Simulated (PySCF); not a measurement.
A structure optimised at PBE-D3(BJ)/def2-TZVP, used in a PySCF frequency run:

```
Be
Cl 1 1.8087
Cl 1 1.8087 2 180.00
```

Task: Write its SMILES, formula and point group.

Result: [Cl][Be][Cl], BeCl₂, D∞h

Task: What are its rotational constants (standard atomic weights)?

Result: 2.1789 GHz (linear rotor, B only)
